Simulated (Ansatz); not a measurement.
BiCl₃, 4 atoms. Hardware: 4 threads of Arm Neoverse V2 on a shared host.

In the def2 sets Bi takes a core potential; there is no spin–orbit coupling. Correlated methods freeze 19 core orbitals; core or outer-core shells of Bi are correlated, in sets that lack core-valence functions.

Q: How many basis functions does each of these Ansatz runs have, and roughly what does it cost? PBE-QIDH/def2-TZVP, charge 0 singlet, energy, from earlier orbitals; MP2/def2-TZVP, charge 0 singlet, energy, from earlier orbitals; r2SCAN-D4/def2-SVP, charge 0 singlet, relaxation, 5 steps; PBE-D4/def2-TZVP, charge 0 singlet, energy, from earlier orbitals; PBE0-D4/def2-TZVP, charge 0 triplet at the geometry of the charge 0 singlet, energy; PBE0-D4/def2-SVP, charge 0 singlet, energy, from earlier orbitals; r2SCAN-D4/def2-TZVP, charge 1 doublet at the geometry of the charge 0 singlet, energy, from earlier orbitals; PBE0-D4/def2-SVP, charge 1 doublet at the geometry of the charge 0 singlet, energy with a search over starts; revPBE-D4/def2-TZVP, charge 0 singlet, energy, from earlier orbitals; LDA (SPW92)/def2-TZVP, charge 0 singlet, energy, from earlier orbitals; PBE-D4/def2-TZVP, charge 1 doublet at the geometry of the charge 0 singlet, energy, from earlier orbitals; HF/def2-TZVP, charge 0 singlet, energy, from earlier orbitals.

A: Other jobs shared the machine, so times can vary by a factor of up to 3. A dash marks memory too small to be measured apart from the calling script's.

| run | functions | fitting or Cholesky vectors | wall time | peak host memory (GiB) |
| --- | --- | --- | --- | --- |
| LDA (SPW92)/def2-TZVP, charge 0 singlet, energy, from earlier orbitals | 161 | 1128 | 0.7 s | – |
| PBE0-D4/def2-SVP, charge 0 singlet, energy, from earlier orbitals | 80 | 807 | 0.9 s | – |
| PBE-D4/def2-TZVP, charge 0 singlet, energy, from earlier orbitals | 161 | 1128 | 1.2 s | – |
| revPBE-D4/def2-TZVP, charge 0 singlet, energy, from earlier orbitals | 161 | 1128 | 1.3 s | – |
| HF/def2-TZVP, charge 0 singlet, energy, from earlier orbitals | 161 | 1514 | 1.3 s | – |
| MP2/def2-TZVP, charge 0 singlet, energy, from earlier orbitals | 161 | 1102 | 1.7 s | – |
| PBE-QIDH/def2-TZVP, charge 0 singlet, energy, from earlier orbitals | 161 | 1102 | 3.4 s | – |
| PBE0-D4/def2-SVP, charge 1 doublet at the geometry of the charge 0 singlet, energy with a search over starts | 80 | 807 | 6 s | – |
| PBE-D4/def2-TZVP, charge 1 doublet at the geometry of the charge 0 singlet, energy, from earlier orbitals | 161 | 1128 | 6.5 s | – |
| r2SCAN-D4/def2-SVP, charge 0 singlet, relaxation, 5 steps | 80 | 861 | 10 s | – |
| PBE0-D4/def2-TZVP, charge 0 triplet at the geometry of the charge 0 singlet, energy | 161 | 1209 | 13 s | 0.91 |
| r2SCAN-D4/def2-TZVP, charge 1 doublet at the geometry of the charge 0 singlet, energy, from earlier orbitals | 161 | 1128 | 16 s | – |
